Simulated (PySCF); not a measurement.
SrF⁺: energy against distance

Set-up: basis Sr def2-SVP with ECP28, F def2-SVP; scalar-relativistic core potentials; PySCF 2.14. Energies in eV from Sr⁺ + F in their ground configurations at the same level. State: ¹Σ⁺ (singlet), closed shell.

All columns are PBE. A positive dipole points towards F; it is taken about the centre of mass and depends on that origin.

| R (Å) | E (eV) | μ (D) | Mulliken charge on Sr (basis-dependent) | HOMO (eV) | LUMO (eV) | Mayer bond order | ⟨S²⟩ |
| --- | --- | --- | --- | --- | --- | --- | --- |
| 1.751 | -4.686 | -5.04 | 1.32 | -13.51 | -7.30 | 1.14 | 0.00 |
| 1.832 | -5.399 | -5.66 | 1.34 | -13.24 | -7.39 | 1.14 | 0.00 |
| 1.914 | -5.793 | -6.23 | 1.36 | -12.96 | -7.48 | 1.13 | 0.00 |
| 1.975 | -5.935 | -6.62 | 1.36 | -12.74 | -7.54 | 1.13 | 0.00 |
| 2.036 | -5.978 | -6.98 | 1.37 | -12.45 | -7.61 | 1.13 | 0.00 |
| 2.097 | -5.946 | -7.33 | 1.37 | -12.11 | -7.68 | 1.13 | 0.00 |
| 2.179 | -5.816 | -7.76 | 1.37 | -11.70 | -7.76 | 1.13 | 0.00 |
| 2.280 | -5.560 | -8.25 | 1.38 | -11.25 | -7.86 | 1.12 | 0.00 |
| 2.402 | -5.171 | -8.79 | 1.38 | -10.77 | -7.98 | 1.12 | 0.00 |
| 2.565 | -4.591 | -9.41 | 1.38 | -10.24 | -8.13 | 1.11 | 0.00 |

A fit through these points gives, at Re = 2.037 Å, μ = -6.99 D and dμ/dR = -5.80 D/Å; the reduced mass is 15.62 u.

Question: How strong is the fundamental in the double-harmonic approximation, I = 42.26·(dμ/dR)²/μred km/mol?

Answer: I = 42.26·(-5.80)²/15.62 = 91.0 km/mol at PBE.

For an ion De counts to the pair picked by the measured ionisation energies or electron affinities, which need not be the lowest pair at this level.
